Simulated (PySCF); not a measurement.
An equivalent PySCF input for Ga(2+) (gallium, charge +2), [Ar] 3d10 4s1, 2S determinant, with a scalar-relativistic core potential:

```python
from pyscf import gto, scf, dft, mp, cc
import basis_set_exchange as bse
txt = bse.get_basis("aug-cc-pVDZ-PP", elements=["Ga"], fmt="nwchem", header=False)
cut = txt.index("\nECP")
mol = gto.M(atom="Ga 0 0 0", charge=2, spin=1, symmetry="D2h",
            basis=gto.basis.parse(txt[:cut]),
            ecp={"Ga": gto.basis.parse_ecp(txt[cut:])})
mf = dft.UKS(mol, xc="HYB_GGA_XC_B97_3")
mf.irrep_nelec = {'Ag': (4, 3), 'B1g': (1, 1), 'B2g': (1, 1), 'B3g': (1, 1), 'B1u': (1, 1), 'B2u': (1, 1), 'B3u': (1, 1)}
mf.kernel()
```

It reaches the same state as the run whose output follows, with an energy that differs only through the grid. The run itself started from symmetry-adapted Hartree-Fock orbitals and held the occupation by maximum overlap, on a logarithmic radial grid, so the iterations belong to that start.

```
SCF conv_tol = 1e-09
number electrons alpha = 10  beta = 9
XC functionals = HYB_GGA_XC_B97_3
    T. W. Keal and D. J. Tozer.,  J. Chem. Phys. 123, 121103 (2005)
cycle= 1 E= -258.499700495668  delta_E= -0.00351  |g|= 0.0216  |ddm|= 0.268
cycle= 2 E= -258.49987406721  delta_E= -0.000174  |g|= 0.00641  |ddm|= 0.0763
cycle= 3 E= -258.49988976193  delta_E= -1.57e-05  |g|= 0.000367  |ddm|= 0.00669
cycle= 4 E= -258.499889864291  delta_E= -1.02e-07  |g|= 7.16e-06  |ddm|= 0.00217
cycle= 5 E= -258.499889864335  delta_E= -4.43e-11  |g|= 3e-07  |ddm|= 5.13e-05
converged SCF energy = -258.499889864335  <S^2> = 0.75002876  2S+1 = 2.0000288
```

Energies and moments cover only the electrons outside the core potential.
